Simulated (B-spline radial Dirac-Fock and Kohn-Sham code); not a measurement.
# Dipole and non-dipole photoemission parameters of Te³⁺ 5p3/2

System: tellurium as Te³⁺, configuration [Kr] 4d10 5s2 5p1; threshold 35.20 eV (orbital energy of the model). Method: Dirac-Hartree-Slater photoionisation with a Latter tail; cross sections with all multipoles, angular parameters from the dipole term and its interference with E2. Computed with an atomic code on a B-spline grid.

For linearly polarised light dσ/dΩ = σ/(4π) [1 + β P₂(cos θ) + (δ + γ cos²θ) sin θ cos φ], with θ from the polarisation vector and φ the angle between the beam and the projection of the electron momentum on the plane normal to the polarisation.

```
hν (eV)   σ (kb)       β       γ       δ
     80     30.0  -0.165   0.072  -0.008
   83.4     28.3  -0.168   0.044  -0.004
   83.7     28.2  -0.167   0.042  -0.004
   91.8     25.4  -0.131  -0.007   0.005
    100     23.1  -0.059  -0.039   0.012
    139     16.8   0.400  -0.031   0.028
    141     16.6   0.422  -0.024   0.028
    160     14.5   0.599   0.019   0.028
    169        ?       ?       ?       ?
    190     11.9   0.812   0.085   0.025
    471     4.01   1.503   0.177   0.003
    576     3.02   1.580   0.132   0.001
    642     2.57   1.613   0.104   0.000
    993     1.27   1.701  -0.003   0.000
   1280    0.814   1.722  -0.030   0.001
   1320    0.769   1.724  -0.030   0.001
 1486.9    0.617   1.727  -0.026   0.001
   1590    0.543   1.727  -0.019   0.002
   1990    0.349   1.719   0.032   0.003
   2000    0.346   1.719   0.033   0.003
 2984.4    0.148   1.678   0.227   0.007
   4000   0.0765   1.627   0.444   0.012
   4540   0.0567   1.601   0.555   0.016
   4820   0.0491   1.587   0.611   0.018
   4940   0.0463   1.581   0.635   0.018
   5300   0.0389   1.564   0.704   0.021
   5320   0.0386   1.563   0.708   0.021
   8840   0.0103   1.412   1.263   0.053
  12000  0.00441   1.299   1.617   0.085
  15000  0.00231   1.207   1.868   0.118
```

Q: Give the values at 169 eV.

A: σ = 13.6 kb, β = 0.672, γ = 0.042, δ = 0.028.
